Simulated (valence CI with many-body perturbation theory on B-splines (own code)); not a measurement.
Ta⁵⁸⁺ in brief

Calculated by configuration interaction combined with many-body perturbation theory (CI+MBPT): five valence electrons over a frozen Dirac-Fock core [Ne], a basis of 9 s, 9 p, 8 d, 6 f, 3 g, 1 h functions for each j, with the one-electron correlation potential Σ1, the two-electron term Σ2, the three-electron term Σ3, Breit, model QED; selected CI, second order for the rest (own B-spline code, finite nucleus).

The last digits are not significant, and no measured levels were compared; by estimate large intervals hold to a few tenths of a per cent, small ones and those within an open d or f shell to about a per cent. Among the levels kept, up to 550 cm⁻¹ of a level comes from second order outside the variational space, and about a tenth of that is noise between levels of different J, which matters for small intervals.

Levels are named by their leading jj configuration (3d3/2^4 stands for four electrons in 3d with j = 3/2), which in mixed levels can hold well under half, so a name can repeat and another be missing.

Rates and lifetimes use the calculated energies. Strong lines usually hold to 10 to 20 %, long lifetimes can be off by a factor of two.

**Question.** What is the ground level?

**Answer.** (3s^2 3p1/2^2 3p3/2) J=3/2, composition 48 % 3s2.3p3 2P° + 27 % 3s2.3p3 2D° + 25 % 3s2.3p3 4S°, g = 1.343.

**Question.** How well does LS coupling describe the low levels?

**Answer.** Among the lowest 20 levels the leading LS term, summed over configurations, holds 53 % on average. For single configurations the figures are 51 % in LS and 94 % in jj coupling. Terms mix most in the J = 3/2 level at 545.72 eV, where the leading one holds 33 %.

**Question.** What is the ionisation energy?

**Answer.** 5908.7 eV; NIST lists 5907 ± 6 eV (theoretical).

**Question.** Where does the other parity begin?

**Answer.** At (3s^2 3p1/2^2 3d3/2) J=3/2, 225.65 eV.

**Question.** What are the static dipole polarisabilities of the lowest levels?

**Answer.** (3s^2 3p1/2^2 3p3/2) J=3/2 0.00296 (tensor 0.00023) bohr³, of which the core gives 4.74e-05.
